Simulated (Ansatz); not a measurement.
Reaction (ligand exchange at the Si–C bond): `N#C[SiH3]` + `OCO` → `OCO[SiH3]` + `C#N`

Calculated with Ansatz (gas phase, PBE0-D4/def2-TZVP geometries, no zero-point term in ΔE). CCSD(T)/CBS is the MP2 limit (def2-TZVPP, def2-QZVPP) plus CCSD(T) − MP2 in def2-TZVPP, frozen cores. This one scheme is used for every species. Functionals use def2-TZVPP. Each species was taken in one conformer, which may not be the lowest.

| level | ΔE (kJ/mol) |
| --- | --- |
| r2SCAN-D4 | -33.9 |
| MP2/CBS(def2) | -36.4 |

Problem. What does CCSD(T)/CBS give? (Best estimate.)

Solution. Computed: -35.7 kJ/mol. The listed levels differ from it by 1.8, -0.7 kJ/mol.

Largest T1 diagnostic among the species: 0.014.

In def2-TZVPP, CCSD(T) changes the Hartree–Fock value by +7.6 kJ/mol (the triples alone add +1.4 kJ/mol) and MP2 by +6.8 kJ/mol. The D4 term adds −3.1 kJ/mol with B3LYP and −1.8 kJ/mol with PBE0; it sums over pairs of atoms, weighted by their polarisabilities, and B3LYP, whose exchange is more repulsive, gets the larger term. From PBE to PBE0 (25 % exact exchange), in def2-TZVPP and without D4, ΔE moves by −3.3 kJ/mol.

B3LYP here is the variant with VWN-RPA as its local correlation; programs differ in this.
